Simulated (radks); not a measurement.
Charge is removed step by step from the 6s level of Cs, starting from [Xe] 6s1. All-electron calculation, non-relativistic Kohn-Sham, PBE, spin-unpolarised, spherical densities, point nucleus; relativity is left out, which matters for an element this heavy. Program: a radial shooting solver on a logarithmic mesh with Libxc functionals.

removed (e)	E - E(0) (eV)	eigenvalue (eV)
0	0.000	-2.019
0.1	0.218	-2.337
0.2	0.468	-2.663
0.3	0.751	-2.997
0.4	1.067	-3.338
0.5	1.419	-3.689
0.6	1.805	-4.049
0.7	2.229	-4.419
0.8	2.689	-4.794
0.9	3.187	-5.155

The mean slope of the eigenvalue, de/dn, is 3.48 eV per electron.
